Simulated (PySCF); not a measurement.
## A series of related molecules

Method used: TDA wB97X-D/aug-cc-pVDZ excited states, vertical, gas phase in PySCF 2.14.0. Geometry: PBE0-D3(BJ)/def2-SVP.

Each molecule in one low-energy conformer.

Task: How does the vertical S1–T1 gap change along this series?
- C#CC1=CC2(C=C1)CCC2 (H replaced by ethynyl)
- FC1=CC=CC12CCC2 (H replaced by F)
- FC1=CC2(C=C1)CCC2 (H replaced by F)
- O=CC1=CC2(C=C1)CCC2 (H replaced by CHO)

Result: 
```csv
molecule,S1 (eV),S1 from,f(S1),T1 (eV),T1 from,S1 − T1 (eV),S0–T1 spin-orbit coupling (cm⁻¹),S1–T1 spin-orbit coupling (cm⁻¹)
C#CC1=CC2(C=C1)CCC2,4.74,HOMO→LUMO,0.077,2.74,HOMO→LUMO,2.00,0.37,0.00
FC1=CC=CC12CCC2,4.96,HOMO→LUMO,0.071,2.94,HOMO→LUMO,2.01,0.33,0.05
FC1=CC2(C=C1)CCC2,5.07,HOMO→LUMO,0.084,3.06,HOMO→LUMO,2.01,0.42,0.04
O=CC1=CC2(C=C1)CCC2,3.70,HOMO−1→LUMO,0.000,2.58,HOMO→LUMO,1.12,0.35,13.61
```
The vertical S1–T1 gap is lowest for O=CC1=CC2(C=C1)CCC2 and highest for FC1=CC=CC12CCC2.
